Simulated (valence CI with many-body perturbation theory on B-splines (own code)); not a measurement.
# Sm55+: electric-dipole lines

Level of theory: configuration interaction combined with many-body perturbation theory (CI+MBPT): five valence electrons over a frozen Dirac-Fock core [He], radial functions for each j: 9 s, 9 p, 8 d, 6 f, 3 g, 1 h, with the one-electron correlation potential Σ1 (screened to all orders), the two-electron term Σ2, the three-electron term Σ3, Breit, model QED; selected single and double excitations, second order for the rest (own B-spline code, finite nucleus).

No measured spectrum was set against this ion. As an estimate, large intervals hold to a few tenths of a per cent, small ones and those within an open d or f shell to about a per cent. Among the levels kept, up to 1200 cm⁻¹ of a level comes from second order outside the variational space, and about a tenth of that is noise between levels of different J, which matters for small intervals.

Lines 201 to 250 of 261 in falling wavelength, among levels below 59742 × 10³ cm⁻¹, chosen from the strongest by gf and those to the six lowest levels. Wavelengths and rates use the calculated energies. Electric multipoles are in the length gauge, E1 and E2 with the static RPA response of the core. Weak lines are less certain than strong ones. Lines between different terms over intervals too small for the method are left out, as are lines whose strength nearly cancels. The highest levels of a list are the least certain.

Levels are named by their leading jj configuration (3d3/2^4 stands for four electrons in 3d with j = 3/2), which in mixed levels can hold well under half, so a name can repeat and another be missing. Letters in brackets count levels of one name in rising energy.

| λ vac (nm) | Upper | Lower | A (s⁻¹) | log gf | Branch % |
| --- | --- | --- | --- | --- | --- |
| 0.1904 | (2s 2p1/2^2 2p3/2 3d5/2) J=5/2 | (2s 2p1/2^2 2p3/2^2) J=5/2 | 4.53e+14 | 0.17 | 88.0 |
| 0.1904 | (2s^2 2p1/2 2p3/2 3d3/2) J=5/2 [b] | (2s^2 2p1/2 2p3/2^2) J=3/2 | 1.55e+11 | -3.30 | 0.0 |
| 0.1903 | (2s^2 2p1/2 2p3/2 3d5/2) J=1/2 | (2s^2 2p1/2 2p3/2^2) J=1/2 | 7.39e+14 | -0.10 | 92.8 |
| 0.1901 | (2s 2p1/2^2 2p3/2 3d5/2) J=7/2 | (2s 2p1/2^2 2p3/2^2) J=5/2 | 9.42e+14 | 0.61 | 99.8 |
| 0.1901 | (2s^2 2p1/2 2p3/2 3d5/2) J=3/2 [a] | (2s^2 2p1/2 2p3/2^2) J=5/2 | 4.17e+13 | -1.04 | 7.0 |
| 0.1900 | (2s 2p1/2^2 2p3/2 3d3/2) J=5/2 [b] | (2s 2p1/2^2 2p3/2^2) J=5/2 | 5.93e+13 | -0.72 | 74.3 |
| 0.1900 | (2s^2 2p1/2 2p3/2 3d5/2) J=5/2 [a] | (2s^2 2p1/2 2p3/2^2) J=5/2 | 1.91e+14 | -0.21 | 26.0 |
| 0.1899 | (2s 2p1/2^2 2p3/2 3p1/2) J=3/2 [b] | (2s^2 2p1/2 2p3/2^2) J=3/2 | 9.03e+11 | -2.71 | 1.1 |
| 0.1898 | (2s^2 2p1/2^2 3d5/2) J=5/2 | (2s^2 2p1/2^2 2p3/2) J=3/2 | 6.67e+14 | 0.33 | 100.0 |
| 0.1898 | (2s^2 2p1/2 2p3/2 3d3/2) J=1/2 [b] | (2s^2 2p1/2 2p3/2^2) J=3/2 | 5.63e+13 | -1.22 | 19.5 |
| 0.1896 | (2s^2 2p1/2 2p3/2 3d5/2) J=5/2 [b] | (2s^2 2p1/2 2p3/2^2) J=5/2 | 3.77e+14 | 0.09 | 37.2 |
| 0.1894 | (2s^2 2p1/2 2p3/2 3d5/2) J=3/2 [a] | (2s^2 2p1/2 2p3/2^2) J=3/2 | 4.66e+14 | 0.00 | 78.2 |
| 0.1894 | (2s^2 2p1/2 2p3/2 3d5/2) J=5/2 [a] | (2s^2 2p1/2 2p3/2^2) J=3/2 | 5.15e+14 | 0.22 | 70.0 |
| 0.1894 | (2s^2 2p1/2 2p3/2 3d5/2) J=7/2 [b] | (2s^2 2p1/2 2p3/2^2) J=5/2 | 1.10e+15 | 0.67 | 100.0 |
| 0.1893 | (2s^2 2p1/2 2p3/2 3d5/2) J=3/2 [b] | (2s^2 2p1/2 2p3/2^2) J=5/2 | 8.02e+13 | -0.76 | 10.9 |
| 0.1890 | (2s^2 2p1/2 2p3/2 3d5/2) J=5/2 [b] | (2s^2 2p1/2 2p3/2^2) J=3/2 | 6.23e+14 | 0.30 | 61.4 |
| 0.1886 | (2s^2 2p1/2 2p3/2 3d5/2) J=3/2 [b] | (2s^2 2p1/2 2p3/2^2) J=3/2 | 1.23e+13 | -1.58 | 1.7 |
| 0.1885 | (2s^2 2p1/2 2p3/2 3d5/2) J=1/2 | (2s^2 2p1/2 2p3/2^2) J=3/2 | 5.56e+13 | -1.23 | 7.0 |
| 0.1885 | (2s 2p1/2^2 2p3/2 3p3/2) J=3/2 [a] | (2s^2 2p1/2 2p3/2^2) J=1/2 | 1.15e+12 | -2.61 | 0.7 |
| 0.1880 | (2s 2p1/2^2 2p3/2 3p3/2) J=1/2 [a] | (2s^2 2p1/2 2p3/2^2) J=1/2 | 1.10e+11 | -3.93 | 0.0 |
| 0.1876 | (2s 2p1/2^2 2p3/2 3p3/2) J=7/2 | (2s^2 2p1/2 2p3/2^2) J=5/2 | 2.91e+12 | -1.91 | 82.2 |
| 0.1874 | (2s 2p1/2^2 2p3/2 3p3/2) J=3/2 [a] | (2s^2 2p1/2 2p3/2^2) J=5/2 | 5.44e+11 | -2.94 | 0.3 |
| 0.1870 | (2s 2p1/2^2 2p3/2 3p3/2) J=5/2 [a] | (2s^2 2p1/2 2p3/2^2) J=5/2 | 1.57e+12 | -2.31 | 1.0 |
| 0.1868 | (2s 2p1/2^2 2p3/2 3p3/2) J=3/2 [a] | (2s^2 2p1/2 2p3/2^2) J=3/2 | 3.70e+12 | -2.11 | 2.3 |
| 0.1863 | (2s 2p1/2^2 2p3/2 3p3/2) J=5/2 [a] | (2s^2 2p1/2 2p3/2^2) J=3/2 | 5.85e+12 | -1.74 | 3.9 |
| 0.1862 | (2s 2p1/2^2 2p3/2 3p3/2) J=1/2 [a] | (2s^2 2p1/2 2p3/2^2) J=3/2 | 2.60e+11 | -3.57 | 0.1 |
| 0.1861 | (2s 2p1/2^2 2p3/2 3p3/2) J=3/2 [b] | (2s^2 2p1/2 2p3/2^2) J=1/2 | 1.25e+12 | -2.59 | 1.2 |
| 0.1860 | (2s 2p1/2^2 2p3/2 3p3/2) J=1/2 [b] | (2s^2 2p1/2 2p3/2^2) J=1/2 | 4.66e+12 | -2.32 | 47.9 |
| 0.1854 | (2s 2p1/2^2 2p3/2 3p3/2) J=5/2 [b] | (2s^2 2p1/2 2p3/2^2) J=5/2 | 3.36e+11 | -2.98 | 0.3 |
| 0.1851 | (2s 2p1/2^2 2p3/2 3p3/2) J=3/2 [b] | (2s^2 2p1/2 2p3/2^2) J=5/2 | 8.82e+10 | -3.74 | 0.1 |
| 0.1848 | (2s 2p1/2^2 2p3/2 3p3/2) J=5/2 [b] | (2s^2 2p1/2 2p3/2^2) J=3/2 | 4.57e+12 | -1.85 | 3.9 |
| 0.1845 | (2s 2p1/2^2 2p3/2 3p3/2) J=3/2 [b] | (2s^2 2p1/2 2p3/2^2) J=3/2 | 1.52e+12 | -2.51 | 1.5 |
| 0.1843 | (2s 2p1/2^2 2p3/2 3p3/2) J=1/2 [b] | (2s^2 2p1/2 2p3/2^2) J=3/2 | 1.17e+12 | -2.92 | 12.0 |
| 0.1839 | (2s^2 2p1/2 2p3/2 3s) J=3/2 [a] | (2s^2 2p1/2^2 2p3/2) J=3/2 | 1.45e+13 | -1.53 | 22.6 |
| 0.1837 | (2s^2 2p1/2 2p3/2 3s) J=1/2 | (2s^2 2p1/2^2 2p3/2) J=3/2 | 2.23e+13 | -1.65 | 16.3 |
| 0.1834 | (2s^2 2p1/2 2p3/2 3s) J=5/2 | (2s^2 2p1/2^2 2p3/2) J=3/2 | 1.99e+13 | -1.22 | 29.2 |
| 0.1833 | (2s^2 2p1/2 2p3/2 3s) J=3/2 [b] | (2s^2 2p1/2^2 2p3/2) J=3/2 | 1.36e+13 | -1.56 | 10.6 |
| 0.1832 | (2s^2 2p3/2^2 3s) J=5/2 | (2s^2 2p1/2 2p3/2^2) J=5/2 | 1.14e+13 | -1.46 | 30.2 |
| 0.1826 | (2s^2 2p3/2^2 3s) J=5/2 | (2s^2 2p1/2 2p3/2^2) J=3/2 | 9.04e+12 | -1.57 | 24.0 |
| 0.1756 | (2s 2p1/2^2 2p3/2 3p1/2) J=3/2 [a] | (2s^2 2p1/2^2 2p3/2) J=3/2 | 1.35e+14 | -0.60 | 98.2 |
| 0.1756 | (2s 2p1/2^2 2p3/2 3p1/2) J=5/2 | (2s^2 2p1/2^2 2p3/2) J=3/2 | 3.30e+14 | -0.04 | 99.7 |
| 0.1748 | (2s^2 2p1/2 2p3/2 3d3/2) J=3/2 [a] | (2s^2 2p1/2^2 2p3/2) J=3/2 | 1.26e+14 | -0.64 | 55.1 |
| 0.1747 | (2s^2 2p1/2 2p3/2 3d3/2) J=5/2 [a] | (2s^2 2p1/2^2 2p3/2) J=3/2 | 2.44e+13 | -1.17 | 37.4 |
| 0.1747 | (2s^2 2p1/2 2p3/2 3d3/2) J=1/2 [a] | (2s^2 2p1/2^2 2p3/2) J=3/2 | 2.78e+13 | -1.59 | 21.6 |
| 0.1741 | (2s^2 2p1/2 2p3/2 3d3/2) J=3/2 [b] | (2s^2 2p1/2^2 2p3/2) J=3/2 | 7.30e+14 | 0.12 | 89.6 |
| 0.1741 | (2s 2p1/2^2 2p3/2 3p1/2) J=1/2 | (2s^2 2p1/2^2 2p3/2) J=3/2 | 8.15e+14 | -0.13 | 96.9 |
| 0.1740 | (2s^2 2p1/2 2p3/2 3d3/2) J=5/2 [b] | (2s^2 2p1/2^2 2p3/2) J=3/2 | 6.75e+14 | 0.26 | 98.8 |
| 0.1737 | (2s 2p1/2^2 2p3/2 3p1/2) J=3/2 [b] | (2s^2 2p1/2^2 2p3/2) J=3/2 | 4.72e+13 | -1.07 | 59.8 |
| 0.1736 | (2s^2 2p1/2 2p3/2 3d3/2) J=1/2 [b] | (2s^2 2p1/2^2 2p3/2) J=3/2 | 2.17e+14 | -0.71 | 75.1 |
| 0.1733 | (2s^2 2p1/2 2p3/2 3d5/2) J=3/2 [a] | (2s^2 2p1/2^2 2p3/2) J=3/2 | 2.97e+13 | -1.27 | 5.0 |
